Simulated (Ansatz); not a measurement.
Start from `NC(S)O[SiH3]` and change one atom or group to get `[SiH3]OC([SiH3])S`.

Ansatz, PBE0-D4/def2-TZVP geometries, multiplicity 1. Each molecule was computed in one conformer, which needn't be the lowest.

| property | `NC(S)O[SiH3]` |
| --- | --- |
| LUMO energy (ωB97M-V/def2-TZVPP) / eV | 1.77 |
| HOMO energy (ωB97M-V/def2-TZVPP) / eV | -9.41 |
| LUMO energy (B3LYP/def2-TZVPP) / eV | -0.18 |
| HOMO–LUMO gap (PBE0/def2-TZVPP) / eV | 7.25 |
| LUMO energy (PBE/def2-TZVPP) / eV | -0.82 |
| HOMO energy (B3LYP/def2-TZVPP) / eV | -6.89 |

Task: What does the change do to each property? (An estimate is asked.)

Result: Computed: 
```tsv
property	`[SiH3]OC([SiH3])S`	shift
LUMO energy (ωB97M-V/def2-TZVPP) / eV	1.51	-0.26
HOMO energy (ωB97M-V/def2-TZVPP) / eV	-9.57	-0.16
LUMO energy (B3LYP/def2-TZVPP) / eV	-0.43	-0.25
HOMO–LUMO gap (PBE0/def2-TZVPP) / eV	7.15	-0.10
LUMO energy (PBE/def2-TZVPP) / eV	-1.12	-0.30
HOMO energy (B3LYP/def2-TZVPP) / eV	-7.13	-0.24
```

With PBE0 the HOMO falls by 0.23 eV and the LUMO falls by 0.33 eV, so the gap narrows by about 0.10 eV. PBE moves the HOMO by -0.27 eV and ωB97M-V by -0.16 eV.

B3LYP here is the variant with VWN-RPA as its local correlation; programs differ in this.
